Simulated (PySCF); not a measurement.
CH7InO2S, singlet at its CAM-B3LYP/def2-SVP optimised geometry (Å):

```
12

In    -1.2170    -1.1553     0.0000
C     -2.3647    -1.6388     1.7358
H     -1.8556    -1.2397     2.6224
H     -2.4434    -2.7305     1.8287
H     -3.3720    -1.2079     1.6692
O      0.8278    -1.1553     0.0000
H      1.2170    -1.5953    -0.7663
O     -1.6923    -1.1828    -1.9490
H     -2.6277    -1.3153    -2.1414
S     -0.4471     1.5953     0.0000
H      0.5950     0.6875    -0.0662
H     -0.6697     1.5387    -1.3310
```

Computed with CAM-B3LYP/def2-TZVP, def2 effective core potentials past Kr (PySCF). The core electrons that the potentials of In replace are not part of the density. Cells within 0.4 Å of a nucleus heavier than hydrogen are left out (blank, or x).

Map of the electron localisation function on the plane z = 1.5 Å:

```
|00000000000000000000000000000|
|00000000000000000000000000000|
|00000000000011100000000000000|
|00000000001223211000000000000|
|00000000013444432000000000000|
|00000000124555542100000000000|
|00000001245665542100000000000|
|00000001345665432100000000000|
|00000002356654321000000000000|
|00000001356553210000000000000|
|00000000245542100000000000000|
|00000000023332100000000000000|
|00000000001111000000000000000|
|00000000000000000000000000000|
|45421000000000000000000000000|
|88863222211000000000000000000|
|99996444432100000111100000000|
|99998656643210001122100000000|
|99999657764210001233210000000|
|99998xx5774210001333210000000|
|99986xx3764210001333210000000|
|66666436653200001222100000000|
|12357998642100000111000000000|
|01379999631000000000000000000|
|01489999731000000000000000000|
|01699999730000000000000000000|
|01589999720000000000000000000|
|00379998510000000000000000000|
|00035664100000000000000000000|
```
Scale: ten equal steps from 0.000 (start of '0') to 0.999 (end of '9'), in the order '0123456789'; x runs from -4.00 to 4.00, y from -4.00 (bottom) to 4.00 (top).
